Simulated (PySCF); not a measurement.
3-fluorothiophene (C₄H₃FS), SMILES Fc1ccsc1. Geometry optimised at PBE-D3(BJ)/def2-SVP.

Level of theory: PBE-D3(BJ)/def2-SVP (PySCF).

Harmonic wavenumbers (cm⁻¹): 270, 392, 455, 534, 604, 625, 651, 742, 822, 840, 858, 948, 1034, 1129, 1206, 1417, 1445, 1568, 3166, 3194, 3207. Rotational constants (GHz): 7.107, 2.441, 1.817; symmetry number 1.

**Question.** Work out the zero-point energy and the ideal-gas rigid-rotor harmonic-oscillator thermochemistry at 298.15 K and 1 atm.

**Answer.** ZPE = ½ Σ hcν = ½ × 25109 cm⁻¹ = 35.89 kcal/mol. H − E(el) = 39.59 kcal/mol. Entropy in cal/(mol K): translation 39.78, rotation 26.72, vibration 6.29, total 72.80. G − E(el) = 17.88 kcal/mol. Cp = 20.61 cal/(mol K).
